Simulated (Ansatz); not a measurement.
**Cost against result**

The pair of CH3Cl (SMILES CCl, atoms 1–5) and SbH3 (SMILES [SbH3], atoms 6–9), both closed shells, in one local arrangement (a lower one may exist), relaxed at PBE0-D4/def2-TZVP:

```
9
angstrom
C 0.1071 -0.0577 -1.6443
Cl 1.3706 1.1742 -1.4723
H 0.5371 -0.9301 -2.1309
H -0.6982 0.3536 -2.2483
H -0.2577 -0.3184 -0.6532
Sb -0.2070 0.0641 2.7479
H 0.0970 -1.4388 1.9925
H 0.6978 0.8903 1.5603
H -1.6467 0.2628 1.8483
```

Interaction energies are counterpoise-corrected; the time is that of the whole pair.

Ansatz 0.2.0; basis: as named in each row; cores frozen in the correlated methods. Filled d shells of the heavier atoms are correlated. Core potentials replace the inner electrons of the atoms past krypton. The def2 sets are not built for correlating such inner shells, so the correlated values are less sure here. B3LYP uses VWN-RPA correlation. Extrapolation: Hartree–Fock as exp(−7.88 √X), correlation as X^−2.97.

Times are rough, for one single point on 4 threads of a shared host (Intel Xeon 6975P-C).

The estimate by CCSD(T) at an estimated basis limit (MP2 extrapolated from triple and quadruple zeta, plus CCSD(T) − MP2 in triple zeta) is -1.31 kcal/mol.

```csv
method,basis,time (s),interaction energy (kcal/mol),method less estimate
SPW92,def2-SVP,under 1,-2.06,-0.76
PBE-D4,def2-SVP,under 1,-1.54,-0.23
PBE0-D4,def2-SVP,under 1,-1.40,-0.09
PBE-D4,def2-TZVPPD,1,-1.62,-0.31
revPBE-D4,def2-TZVPPD,1,-1.33,-0.02
BLYP-D4,def2-TZVPPD,1,-1.19,0.12
CCSD(T),def2-SVP,1,0.06,1.37
PBE0-D4,def2-TZVPPD,1,-1.47,-0.16
B3LYP-D4,def2-TZVPPD,2,-1.29,0.02
wB97M-V,def2-SVP,2,-1.02,0.28
HSE06-D4,def2-TZVPPD,2,-1.48,-0.17
r2SCAN-D4,def2-TZVPPD,2,-1.10,0.21
B2PLYP,def2-TZVPPD,3,-0.23,1.08
wB97X-V,def2-TZVPPD,3,-1.20,0.10
wB97M-V,def2-TZVPPD,3,-1.22,0.09
B97M-V,def2-TZVPPD,4,-1.17,0.14
MP2,def2-QZVPPD,9,-1.39,-0.09
CCSD(T),def2-TZVPPD,34,-1.02,0.29
```

T1 diagnostic: at most 0.015.
